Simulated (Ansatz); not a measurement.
Mulliken charges of CH₃PSSe, SMILES `PSC=[Se]` from ωB97M-V/def2-TZVPP in Ansatz (PBE0-D4/def2-TZVP geometry).

```csv
atom,x (Å),y (Å),z (Å),charge (e)
P1,-0.306,1.498,-0.149,-0.069
S2,-0.697,-0.523,0.392,0.039
C3,0.767,-1.268,-0.101,-0.192
Se4,1.089,-2.989,0.081,-0.089
H5,-1.546,1.730,-0.799,0.082
H6,-0.743,2.074,1.072,0.083
H7,1.498,-0.590,-0.542,0.147
```

Problem. By hand: the dipole of these point charges (1 e Å = 4.8032 D).

Solution. Σ q r = (-0.218, 0.613, -0.018) e Å, of length 0.651 e Å = 3.13 D.

Problem. How does the dipole of the full density compare? (An estimate is asked.)

Solution. Ansatz gave: (-0.184, 0.676, -0.046) e Å, 3.37 D; the point charges give 0.93 times that, at 5° from its direction.

Point charges leave out the atoms' own dipoles, such as those of lone pairs, and Mulliken's split depends on the basis, so the close match here is no proof of good charges.
